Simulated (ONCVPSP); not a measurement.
Cutoff test, zinc (Zn), ONCV

zinc, optimised norm-conserving Vanderbilt (ONCV), made with ONCVPSP 4.0.1 (PBEsol, scalar-relativistic). Core [Ne], reference 3s2 3p6 3d10 4s0.5 (charge +1.5). Waves: 3s+4s: rc 1.00 bohr, ncon 3, nbas 7, qcut 13.7 1/bohr, 2 projectors; 3p: rc 1.10 bohr, ncon 4, nbas 8, qcut 11.9 1/bohr, 2 projectors, debl 3.7 Ha; 3d: rc 1.10 bohr, ncon 4, nbas 9, qcut 11.7 1/bohr, 1 projector. Local part: polynomial inside 0.80 bohr (lpopt 5, dvloc0 0 Ha). Core correction: Teter function, fcfact 5.75, rcfact 1.6.

Q: For each optimised wave give the share of its norm inside rc, the residual kinetic energy above qcut (Ha) and the cutoffs (Ha) for errors of 10, 1, 0.1 and 0.01 mHa per electron.

A:

```csv
wave,norm inside rc,residual KE,10 mHa,1 mHa,0.1 mHa,0.01 mHa
3s,0.890,4.5e-07,49.2,62.8,73.7,82.2
4s,0.038,9.1e-08,35.4,53.5,67.2,77.9
3p,0.901,1.4e-06,39.7,49.9,58.2,65.0
p projector 2,0.017,8.3e-08,24.8,37.4,47.9,56.8
3d,0.743,6.1e-04,56.7,66.0,217.1,271.9
```

The occupied waves need 66 Ha and 217 Ha for 1 and 0.1 mHa.
